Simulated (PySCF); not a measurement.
Species: C4H6O2S.
Numbering: `[CH3:1][C:2](=[S:3])[CH2:4][O:5][CH:6]=[O:7]` (hydrogens: H8, H9, H10 on C1; H11, H12 on C4; H13 on C6)

Geometry (GFN2-xTB, Å), atoms numbered from 1 in this order:
```xyz
13
C4H6O2S angstrom
C     -0.9886    1.1989    0.2843
C     -1.1834   -0.0580   -0.4797
S     -2.6126   -0.5026   -1.1012
C      0.0019   -0.9697   -0.6289
O      1.2534   -0.2851   -0.6150
C      1.9221   -0.2613    0.5255
O      1.5842   -0.7493    1.5624
H     -0.2638    1.8357   -0.2267
H     -0.5861    0.9753    1.2741
H     -1.9289    1.7335    0.3853
H     -0.0128   -1.6881    0.2053
H     -0.0537   -1.5182   -1.5722
H      2.8640    0.2893    0.3690
```

The closed-shell ground state was solved at several levels (PySCF, density fitting, gas phase, non-relativistic).

| level | basis functions | HOMO (eV) | LUMO (eV) | gap (eV) | dipole (D) |
| --- | --- | --- | --- | --- | --- |
| B3LYP/def2-SVPD | 201 | -6.50 | -2.56 | 3.94 | 2.16 |
| PBE0/def2-SVPD | 201 | -6.74 | -2.37 | 4.37 | 2.23 |

Task: Estimate the row for PBE0/pcSseg-1, a basis of 156 functions; the other rows only guide the guess.

Result: HOMO -6.70 eV, LUMO -2.28 eV, gap 4.42 eV, dipole 2.15 D.

Task: Over all these levels, which gives the widest orbital gap and which the narrowest?

Result: PBE0/pcSseg-1 (global hybrid, 25 % exact exchange) has the widest, 4.42 eV, and B3LYP/def2-SVPD (global hybrid, 20 % exact exchange) the narrowest, 3.94 eV. Functional and basis both differ between the two, so the spread mixes both effects.

Task: How far do the dipole and the HOMO energy spread over the levels?

Result: The dipole runs from 2.15 to 2.23 D (mean 2.18 D) and the HOMO from -6.74 to -6.50 eV.

One conformer stands for the species.
